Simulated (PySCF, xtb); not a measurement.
B(F)(Et)(NH2) (C2H7BFN), SMILES CCB(N)F.

xtb with GFN2-xTB at its own geometry gives an orbital gap of 6.38 eV and a dipole moment of 2.68 D.

The structure is a stationary point at ωB97X-D3(BJ)/def2-SVP. The values are those of a single conformer.

Q: What does PySCF with PBE/def2-TZVP give? (An estimate is asked for; the answer gives what the named calculation found.)

A: gap 6.80 eV (levels -6.81 and -0.01 eV), dipole 2.16 D.
